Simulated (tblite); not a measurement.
Species: C₆H₁₀Si.
SMILES with atom numbers: `[CH2:1]=[C:2]1[CH:3]=[C:4]([CH3:5])[SiH2:6][CH2:7]1` (hydrogens: H8, H9 on C1; H10 on C3; H11, H12, H13 on C5; H14, H15 on Si6; H16, H17 on C7)

Level: GFN2-xTB in tblite, geometry and Hessian alike; calculated harmonic values, unscaled, isolated species. This tight-binding method is rough: wavenumbers can miss measured ones by several per cent, in bad cases by 10 to 20. Modes of hydrogen on silicon can be 10 to 20 % off.

Harmonic wavenumbers (cm⁻¹): 44.8, 117.9, 168.6, 249.7, 317.4, 363.8, 405.5, 452.0, 506.0, 528.3, 557.8, 636.1, 662.7, 678.2, 760.5, 785.4, 797.3, 869.5, 883.3, 897.7, 961.4, 1018.7, 1022.1, 1102.9, 1175.2, 1204.3, 1261.7, 1302.0, 1399.8, 1415.2, 1461.4, 1478.0, 1485.9, 1623.5, 1675.2, 2220.0, 2234.4, 2976.0, 2992.0, 2997.2, 3007.5, 3013.7, 3042.3, 3097.5, 3121.8.

A = 3398, B = 1870, C = 1242 MHz; mass 110.055 u (most abundant isotopes); point group Cs, symmetry number 1.

Q: What is the zero-point energy?

A: Half the sum of the wavenumbers: 29486 cm⁻¹ = 352.73 kJ/mol.

Q: Entropy at 273.15 K, 1 bar (ideal gas, RRHO, classical rotation)?

A: Translation 165.66, rotation 116.48, vibration 78.95: S = 361.1 J/(mol K).

Q: And Cp and H(273.15 K) − H(0)?

A: Cp = 132.31 J/(mol K), of which vibrations give 99.05 (their classical limit is 45 R = 374.2); H(273.15 K) − H(0) = 21.21 kJ/mol without the zero-point energy, 12.13 from vibrations.

Q: Blend soft modes into free rotors: weight 1/[1 + (100 cm⁻¹/ν̃)⁴] for the oscillator and the rest for a rotor with moment μB/(μ + B), μ = h/(8π²ν), B = 10⁻⁴⁴ kg m². What vibrational entropy results?

A: 73.30 J/(mol K) in place of 78.95, which changes −T·S at 273.15 K by +1.54 kJ/mol.

Q: How do the functions run with temperature in this model?

A: 
| T (K) | S (J/(mol K)) | Cp (J/(mol K)) | H − H(0) (kJ/mol) | G − H(0) (kJ/mol) | ln q(vib) |
| --- | --- | --- | --- | --- | --- |
| 50 | 234.1 | 46.0 | 1.93 | -9.77 | 0.37 |
| 100 | 270.6 | 61.6 | 4.61 | -22.45 | 1.09 |
| 298.15 | 373.1 | 142.7 | 24.65 | -86.60 | 4.65 |
| 373.15 | 408.4 | 171.9 | 36.47 | -115.91 | 6.18 |
| 500 | 464.7 | 213.2 | 61.00 | -171.33 | 8.86 |
| 750 | 562.8 | 270.3 | 121.98 | -300.11 | 14.15 |
| 1000 | 646.0 | 307.6 | 194.52 | -451.48 | 19.18 |

q(vib) and H(0) count from the zero-point level.

Q: What must be added to the electronic energy to get the Gibbs energy at 273.15 K and 1 bar?

A: ZPE + [H(273.15 K) − H(0)] − T·S = 352.73 + 21.21 − 98.63 = 275.31 kJ/mol.

Hindered rotation and anharmonicity are outside this model.

Run on one thread of an Arm Neoverse N1, on a shared host. This covers the Hessian and the dipole derivatives.
